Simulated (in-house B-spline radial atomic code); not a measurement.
Ionising Co²⁺ with different functionals

Computed with a radial B-spline atomic code at the basis-set limit: non-relativistic Hamiltonian, point nucleus, spin-polarised at highest spin, spherical fractional occupations for the functionals, the average over the highest-spin determinants for Hartree-Fock. The ionisation energy is the difference of two self-consistent energies, [Ar] 3d7 → [Ar] 3d6, without Breit or QED terms; ε is the level of the shell that loses the electron (its least bound occupied spin orbital).

Hybrids are left out here: with spherical fractional occupations of an open shell their exact exchange keeps a self-interaction that integer-occupation calculations don't have.

```json
{"method": "Hartree-Fock", "rung": "Hartree-Fock", "ΔSCF (eV)": "30.68", "-ε(3d) (eV)": "33.72"}
{"method": "LDA VWN5", "rung": "LDA", "ΔSCF (eV)": "34.28", "-ε(3d) (eV)": "25.89"}
{"method": "LDA PW92", "rung": "LDA", "ΔSCF (eV)": "34.27", "-ε(3d) (eV)": "25.88"}
{"method": "LDA exchange-only", "rung": "LDA", "ΔSCF (eV)": "32.30", "-ε(3d) (eV)": "24.06"}
{"method": "PBE", "rung": "GGA", "ΔSCF (eV)": "33.85", "-ε(3d) (eV)": "25.47"}
{"method": "PBEsol", "rung": "GGA", "ΔSCF (eV)": "33.81", "-ε(3d) (eV)": "25.43"}
{"method": "BLYP", "rung": "GGA", "ΔSCF (eV)": "33.89", "-ε(3d) (eV)": "25.52"}
{"method": "RPBE", "rung": "GGA", "ΔSCF (eV)": "33.72", "-ε(3d) (eV)": "25.33"}
{"method": "PW91", "rung": "GGA", "ΔSCF (eV)": "33.97", "-ε(3d) (eV)": "25.58"}
{"method": "BP86", "rung": "GGA", "ΔSCF (eV)": "33.97", "-ε(3d) (eV)": "25.59"}
{"method": "AM05", "rung": "GGA", "ΔSCF (eV)": "33.83", "-ε(3d) (eV)": "25.45"}
{"method": "OLYP", "rung": "GGA", "ΔSCF (eV)": "33.71", "-ε(3d) (eV)": "25.30"}
{"method": "TPSS", "rung": "meta-GGA", "ΔSCF (eV)": "33.57", "-ε(3d) (eV)": "25.19"}
{"method": "SCAN", "rung": "meta-GGA", "ΔSCF (eV)": "33.04", "-ε(3d) (eV)": "24.84"}
{"method": "r2SCAN", "rung": "meta-GGA", "ΔSCF (eV)": "33.09", "-ε(3d) (eV)": "24.86"}
{"method": "M06-L", "rung": "meta-GGA", "ΔSCF (eV)": "32.73", "-ε(3d) (eV)": "24.43"}
{"method": "revTPSS", "rung": "meta-GGA", "ΔSCF (eV)": "33.37", "-ε(3d) (eV)": "25.03"}
```

Task: How do they compare with the NIST value?

Result: NIST lists 33.50 eV ± 0.06 (semi-empirical, ground level to ground level). Errors run from -2.82 to +0.78 eV; TPSS is closest (+0.07 eV), but part of that can be cancellation, since the calculations leave out relativity, Breit-QED terms, multiplet and fine-structure energies. Hartree-Fock also lacks correlation.
